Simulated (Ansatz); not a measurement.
Cost and result up the ladder for SnH3(NEt2) (C4H13NSn) (19 atoms). The state is a singlet with charge 0. Geometry: PBE0-D4/def2-SVP.

```
atom    x (Å)    y (Å)    z (Å)
 Sn1  -0.0608  -0.0180  -2.3555
  H2   0.3905  -1.5727  -2.9155
  H3  -1.6192   0.4546  -2.8854
  H4   1.1005   1.1463  -2.8752
  N5  -0.1979  -0.1799  -0.3265
  C6   0.8268  -0.9016   0.3954
  C7   2.1406  -0.1505   0.5925
  C8  -0.9334   0.8128   0.4306
  C9  -2.0134   0.2092   1.3202
 H10   1.0301  -1.8549  -0.1259
 H11   0.4284  -1.1982   1.3843
 H12   2.6166   0.0795  -0.3752
 H13   1.9836   0.8046   1.1184
 H14   2.8561  -0.7435   1.1847
 H15  -0.2556   1.4383   1.0495
 H16  -1.4133   1.5215  -0.2668
 H17  -2.7443  -0.3472   0.7134
 H18  -1.5874  -0.4923   2.0545
 H19  -2.5478   0.9919   1.8823
```

Ansatz on 4 threads of Arm Neoverse V1 on a shared host. Times are rough, and most runs start from the orbitals of an earlier one. PBE0-D4/def2-TZVP serves as the yardstick here, not as an exact answer. Differences are given only for rows in sets of like size (and for xTB, whose basis is part of the method), since another set adds its own error. Binding counts from free atoms at the same level (Sn triplet, H doublet, N quartet, C triplet; other spins of the atoms weren't run), without zero-point energy or a counterpoise term.

In the def2 sets Sn takes a core potential, while STO-3G treats all electrons; there is no spin–orbit coupling. LC-ωPBE has ω = 0.4 bohr⁻¹. Correlated methods freeze 9 core orbitals; core or outer-core shells of Sn are correlated, in sets that lack core-valence functions. The rows differ in basis, and correlated rows in double-zeta sets carry the largest basis error.

Correlated methods converge slowly with the basis, most of all in double-zeta sets.

```tsv
level	functions	binding energy per atom (eV)	difference from PBE0-D4/def2-TZVP (eV)
BLYP-D4/def2-TZVP	283	3.64	-0.02
LC-ωPBE/def2-TZVP	283	3.64	-0.02
revPBE-D4/def2-TZVP	283	3.63	-0.03
PBE0-D4/def2-TZVP	283	3.66	0.00
HF/STO-3G	65	3.53	–
PBE0-D4/def2-SVP	161	3.69	–
r2SCAN-D4/def2-TZVP	283	3.65	-0.01
PBE-D4/def2-TZVP (with forces)	283	3.71	0.04
PBE-D4/def2-SVP	161	3.73	–
MP2/def2-TZVP	283	3.53	-0.14
CCSD(T)/def2-SVP	161	3.50	–
```

Question: Estimate how long each takes.

Answer: HF/STO-3G 0.55 s; PBE-D4/def2-SVP 2.3 s; PBE0-D4/def2-SVP 3 s; revPBE-D4/def2-TZVP 3.8 s; BLYP-D4/def2-TZVP 4.3 s; PBE-D4/def2-TZVP (with forces) 4.8 s; LC-ωPBE/def2-TZVP 5.5 s; PBE0-D4/def2-TZVP 6 s; MP2/def2-TZVP 7.5 s; r2SCAN-D4/def2-TZVP 8 s; CCSD(T)/def2-SVP 77 s. On shared hardware such times vary by a factor of up to 3.
